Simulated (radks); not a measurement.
Ionisation of neutral tellurium, [Kr] 4d10 5s2 5p4, to [Kr] 4d10 5s2 5p3 as the strength of local exchange is varied. All-electron calculation, scalar-relativistic Kohn-Sham, Slater X-alpha exchange (alpha = 2/3 is LDA exchange), no correlation, spin-unpolarised, spherical densities, point nucleus. Program: a radial shooting solver on a logarithmic mesh with Libxc functionals.

alpha = 0.667: E(Te) (hartree) -6783.95041; exchange (hartree) -164.87385; IE (eV) 8.766; -e of the level emptied (eV) 5.033 (5p); <r> of it (bohr) 2.707
alpha = 0.734: E(Te) (hartree) -6800.57240; exchange (hartree) -181.86395; IE (eV) 9.384; -e of the level emptied (eV) 5.579 (5p); <r> of it (bohr) 2.657
alpha = 0.851: E(Te) (hartree) -6829.69293; exchange (hartree) -211.71987; IE (eV) 10.509; -e of the level emptied (eV) 6.586 (5p); <r> of it (bohr) 2.576
alpha = 0.895: E(Te) (hartree) -6840.67518; exchange (hartree) -223.00909; IE (eV) 10.946; -e of the level emptied (eV) 6.981 (5p); <r> of it (bohr) 2.547
alpha = 0.906: E(Te) (hartree) -6843.42338; exchange (hartree) -225.83663; IE (eV) 11.057; -e of the level emptied (eV) 7.082 (5p); <r> of it (bohr) 2.540
alpha = 0.951: E(Te) (hartree) -6854.67701; exchange (hartree) -237.42563; IE (eV) 11.514; -e of the level emptied (eV) 7.497 (5p); <r> of it (bohr) 2.512
alpha = 1.021: E(Te) (hartree) -6872.21776; exchange (hartree) -255.52254; IE (eV) 12.241; -e of the level emptied (eV) 8.162 (5p); <r> of it (bohr) 2.470

NIST Atomic Spectra Database: 9.010 eV (measured). The Delta-SCF value meets it near alpha = 0.69. Spin polarisation and multiplet splitting are left out, so open shells lie too high by an amount that depends on their filling. Spin-orbit splitting is averaged out at the scalar-relativistic level.

Beside tabulated values, note that spin-unpolarised runs miss the spin-polarisation part of the exchange energy of open shells.
